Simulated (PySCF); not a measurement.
CCl₃, SMILES Cl[C](Cl)Cl (connectivity only; charge and spin as stated), charge +1, multiplicity 1.

Geometry optimised at PBE0-D3(BJ)/def2-SVP. The spin state was assumed, not searched. The isomer is the one that the SMILES or the coordinates give; other isomers of the formula were not compared.

Two levels are set side by side: TDDFT-PBE/def2-SVPD (PySCF) and TDDFT-B3LYP/def2-SVPD (PySCF). Vertical, same geometry. The lowest singlet is HOMO→LUMO 100 % with PBE and HOMO→LUMO 100 % with the other functional; states are paired by order. Differences are taken from unrounded values.

```json
[
 {"quantity": "lowest singlet excitation (eV)", "TDDFT-PBE": "3.31"},
 {"quantity": "lowest triplet excitation (TDA) (eV)", "TDDFT-PBE": "3.04"},
 {"quantity": "first bright state (f over 0.05) (eV)", "TDDFT-PBE": "5.35"},
 {"quantity": "its oscillator strength", "TDDFT-PBE": "0.13"}
]
```

These are the TDDFT-PBE values. What does TDDFT-B3LYP give? (Estimate from the structure and the level; the computed values follow.)


```tsv
quantity	TDDFT-B3LYP	TDDFT-PBE minus TDDFT-B3LYP
lowest singlet excitation (eV)	3.61	-0.30
lowest triplet excitation (TDA) (eV)	3.35	-0.32
first bright state (f over 0.05) (eV)	5.54	-0.18
its oscillator strength	0.15	-0.01
```

A lower first singlet is the usual sign of a functional without exact exchange. Differences between two approximate levels are no errors against the true value.

Rough cost on one machine, each run with all the roots and properties that it gave: TDDFT-B3LYP against TDDFT-PBE about 3 times.
